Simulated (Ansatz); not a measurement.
Consider the cleavage of the Ge–Si bond: `S[SiH2][GeH3]` + `[SiH3][SiH2]S` → `[SiH3][SiH2][S][GeH3]` + `[SiH3]S`.

Calculated with Ansatz (gas phase, PBE0-D4/def2-TZVP geometries, no zero-point term in ΔE). CCSD(T)/CBS adds triple-zeta CCSD(T) − MP2 to the extrapolated MP2 energy (def2 sets, frozen cores). Functionals use def2-TZVPP. B3LYP here is the variant with VWN-RPA as its local correlation; programs differ in this. For Ge outer-core shells are correlated without core-valence functions, which leaves a few kJ/mol of doubt a bond. Scalar relativity is left out up to krypton. Each species was taken in one conformer, which may not be the lowest.

```
             level  ΔE (kJ/mol)  difference from CCSD(T)/CBS
            PBE-D4        -25.8                          8.2
         r2SCAN-D4        -30.5                          3.5
           PBE0-D4        -29.2                          4.8
          B3LYP-D4        -33.2                          0.8
           ωB97X-V        -33.4                          0.6
           ωB97M-V        -34.4                         -0.4
            B2PLYP        -33.7                          0.3
               PBE        -22.8                         11.2
            r2SCAN        -29.6                          4.4
              PBE0        -26.4                          7.6
             B3LYP        -28.4                          5.6
     HF/def2-TZVPP        -42.0                         -8.0
    MP2/def2-TZVPP        -41.1                         -7.1
SCS-MP2/def2-TZVPP        -41.2                         -7.2
   CCSD/def2-TZVPP        -33.7                          0.3
CCSD(T)/def2-TZVPP        -34.5                         -0.5
     HF/def2-QZVPP        -42.2                         -8.2
    MP2/def2-QZVPP        -40.9                         -6.9
SCS-MP2/def2-QZVPP        -41.3                         -7.3
      HF/CBS(def2)        -42.2                         -8.2
     MP2/CBS(def2)        -40.6                         -6.6
    CCSD/CBS(def2)        -33.2                          0.8
       CCSD(T)/CBS        -34.0                            0
```

Largest T1 diagnostic among the species: 0.012.

From PBE to PBE0 (25 % exact exchange), in def2-TZVPP and without D4, ΔE moves by −3.6 kJ/mol. The D4 term adds −4.8 kJ/mol with B3LYP and −2.7 kJ/mol with PBE0; it sums over pairs of atoms, weighted by their polarisabilities, and B3LYP, whose exchange is more repulsive, gets the larger term.
